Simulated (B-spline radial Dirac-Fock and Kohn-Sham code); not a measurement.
**Photoionisation of zinc ions at Cr Kα (5414.7 eV)**

Method: the independent-particle Dirac-Slater model, thresholds from Dirac-Fock. Computed with a radial finite-basis atomic code. Cross sections in kb; a dash marks an empty subshell or a threshold above the photon energy.

```tsv
ion	configuration	total	2s	3s	3p3/2	3d3/2	3d5/2
Zn	[Ar] 3d10 4s2	18.33	6.82	1.01	0.737	0.0331	0.0474
Zn⁶⁺	[Ar] 3d6	18.49	6.83	1.09	0.826	0.0283	0.0408
Zn²¹⁺	[He] 2s2 2p5	15.67	7.34	–	–	–	–
Zn²²⁺	[He] 2s2 2p4	14.55	7.58	–	–	–	–
```
